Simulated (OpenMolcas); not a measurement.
## Be I: effect of the active space

| Quantity | Value |
| --- | --- |
| Program | OpenMolcas |
| Method | SS-CASPT2, IPEA 0.25 Eh, imaginary shift 0.1 Eh |
| Basis | ANO-RCC-VDZP |
| Scalar Hamiltonian | DKH4, point nucleus |
| Spin-orbit coupling | state interaction with AMFI integrals over the reference wave functions, term energies averaged over their components |

A. 2 electrons in 4 orbitals (2s 2p); 2S+1 = 3 even, 3 roots (0 in the spin-orbit step); 2S+1 = 1 even, 1 root; 2S+1 = 3 odd, 3 roots; closed shells correlated: 1s; CASPT2 step roughly 0.6 core-seconds
B. 2 electrons in 8 orbitals (2s 2p 3s 3p); 2S+1 = 3 even, 3 roots; 2S+1 = 1 even, 6 roots; 2S+1 = 3 odd, 3 roots; 2S+1 = 1 odd, 3 roots; closed shells correlated: 1s; CASPT2 step of the order of 1.7 core-seconds

Energies in cm⁻¹ above 2s² ¹S₀, the measured ground level; measured values from NIST Handbook of Basic Atomic Spectroscopic Data.

| Level | A | B | Measured |
| --- | --- | --- | --- |
| 2s² ¹S₀ | 0.0 | 0.0 | 0.0 |
| 2s 2p ³P°₀ | 22523 | 22491 | 21978 |
| 2s 2p ³P°₁ | 22524 | 22491 | 21979 |
| 2s 2p ³P°₂ | 22526 | 22493 | 21981 |

Deviations, from unrounded energies. A percentage is the sum of absolute deviations over the sum of measured energies, with the sign that they share, or ± where signs differ.

```json
{"Against measurement": "mean absolute deviation (cm-1)", "Levels": "3", "A": "550", "B": "510"}
{"Against measurement": "other configurations (%)", "Levels": "3", "A": "+2.5", "B": "+2.3"}
```

B lies closest to measurement on these levels. The largest miss of B in the table is 2s 2p ³P°₁, by +510 cm-1. The ranking rests on the paired levels alone, and a cruder setting can come out closer through cancelling errors.

Between A and B the level of the table that moves most is 2s 2p ³P°₀, by 33 cm-1 (lowest in B, highest in A).

Active for correlation alone: 3p 3s; no level in the range computed is led by a configuration that fills them, so any true level of that kind is missing (holds for B). Computed and measured levels are paired by configuration, term and J; levels that our copy of the source lacks, or whose pairing is in doubt (as where it misses far off the trend of its configuration), stay unpaired and out of the deviations. Only configurations of the active space appear. Levels that lie high or do not pair safely by name in every column are left out.

° marks odd parity.
